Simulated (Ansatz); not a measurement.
A nudged elastic band was laid between two geometries of C2H6F2Si + FH (13 atoms, charge 0, multiplicity 1).

The calculation used Ansatz, RKS PBE-D4/def2-SVP.

```
movable images  : 3
climbing image  : yes
spring          : 5.0 eV/Å²
optimiser       : quadratic models (default)
start path      : through a guess of the saddle point
force threshold : 0.05 eV/Å
iteration limit : 60
end points      : relaxed
```

Image 0:

```xyz
13
Properties=species:S:1:pos:R:3
Si -0.278 0.473 1.263
C 0.266 0.722 -0.509
C -0.526 -0.113 -1.528
F -0.578 1.911 1.976
F 0.985 -0.149 2.156
H -1.463 -0.402 1.502
H 1.276 -1.602 1.264
F 0.966 -2.123 0.538
H 1.347 0.469 -0.554
H 0.189 1.810 -0.724
H -1.612 0.113 -1.496
H -0.178 0.086 -2.561
H -0.395 -1.193 -1.328
```

Image 4:

```xyz
13
Properties=species:S:1:pos:R:3
Si -0.660 -0.057 2.263
C 1.059 0.119 -1.012
C -0.257 -0.054 -1.768
F -1.629 0.762 1.261
F 0.726 0.759 2.404
H -1.304 -0.229 3.584
H 1.282 -0.764 -0.378
F -0.343 -1.494 1.595
H 1.917 0.256 -1.701
H 1.036 1.003 -0.342
H -1.110 -0.177 -1.071
H -0.482 0.824 -2.407
H -0.236 -0.946 -2.428
```

Q: Which bonds break or form, and what moves?

A: Bonds broken: Si1–C2, H7–F8. Bonds formed: Si1–F8, C2–H7. C2H6F2Si + FH becomes C2H6 + F3HSi.

Q: What energy profile does the band end with?

A: It converged. The highest image is number 2 of 0 to 4, 115.3 kJ/mol above the first end and 233.4 kJ/mol above the last; the last end lies 118.1 kJ/mol below the first. A structure lower than the first end lies on the path between it and the top, so the climb from that side starts below the end, which may itself be a saddle point or a shallow side well. Neighbouring images differ by up to 2.2 eV, so the band resolves the path poorly. Another band between the same ends (5 images) ends at a top of the same energy, where a vibrational analysis finds 1 clearly imaginary mode. So few images can step over the top or miss a turn of the path. The orbitals stay closed-shell, which can raise the energy where a bond breaks towards radicals; this wasn't checked here.

| image | path coordinate (Å) | energy (kJ/mol) | Si1–C2 (Å) | H7–F8 (Å) | Si1–F8 (Å) |
| --- | --- | --- | --- | --- | --- |
| 0 | 0.00 | 0.0 | 1.87 | 0.95 | 2.97 |
| 1 | 2.23 | -1.2 | 1.86 | 0.95 | 2.92 |
| 2 | 4.47 | 115.3 | 2.10 | 1.23 | 1.90 |
| 3 | 6.50 | -95.8 | 3.42 | 1.99 | 1.62 |
| 4 | 8.53 | -118.1 | 3.70 | 2.66 | 1.62 |

Q: What is the geometry of the highest image?

A: 
```xyz
13
Properties=species:S:1:pos:R:3
Si -0.175 -0.016 1.446
C 0.574 0.204 -0.506
C -0.572 0.051 -1.512
F -1.151 1.288 1.145
F 0.818 0.661 2.548
H -1.228 -0.977 1.864
H 0.951 -0.803 0.281
F 1.019 -1.493 1.303
H 1.520 -0.213 -0.945
H 0.854 1.260 -0.309
H -1.469 0.593 -1.160
H -0.294 0.460 -2.503
H -0.846 -1.014 -1.653
```

Run time: 3 min on 4 threads of Arm Neoverse N1 (shared host), peak memory 0.17 GiB.
